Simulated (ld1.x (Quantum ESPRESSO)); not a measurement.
**Cl: excitation energies, all-electron against TM**

```json
{
  "Element": "Cl",
  "Generator": "ld1.x (Quantum ESPRESSO) 7.5",
  "Type": "norm-conserving Troullier–Martins (Kleinman–Bylander form)",
  "Functional": "PW91",
  "Relativity": "scalar-relativistic",
  "Frozen core": "[Ne]",
  "Valence charge": "7",
  "Reference configuration": "3s2 3p5",
  "Partial waves": "3s (bound): rc 0.95 bohr; 3p (bound): rc 1.34 bohr",
  "Local potential": "the p channel",
  "Core correction": "none"
}
```

Energies are relative to the spin-unpolarised reference configuration 3s2 3p5; without spin polarisation the order of configurations can differ from experiment.

| valence configuration | charge | ΔE all-electron (eV) | error AE − PS (meV) |
| --- | --- | --- | --- |
| 3s2 3p4 | +1 | 13.932 | +3.4 |
| 3s2 3p3 | +2 | 39.444 | +28 |
| 3s2 3p2 | +3 | 77.830 | +106 |
| 3s1 3p5 | +1 | 26.635 | +22 |
| 3s2 3p1 | +4 | 130.170 | +294 |

(1) What are ΔE and the potential's error for 3s1 3p6?

(2) What are ΔE and the potential's error for 3s2 3p5.3?

Levels in the configuration 3s1 3p5:

| level | all-electron (eV) | pseudo (eV) |
| --- | --- | --- |
| 3s | -32.788 | -32.733 |
| 3p | -20.044 | -20.042 |

Answers

(1) ΔE = 12.150 eV all-electron; the error (AE − PS) is +25 meV.

(2) ΔE = -2.153 eV all-electron; the error (AE − PS) is +0.4 meV.

ld1.x printed “convergence not achieved” for 7 of the counted tests; their residual had stalled under 1e-8, short of the target of 1e-14.
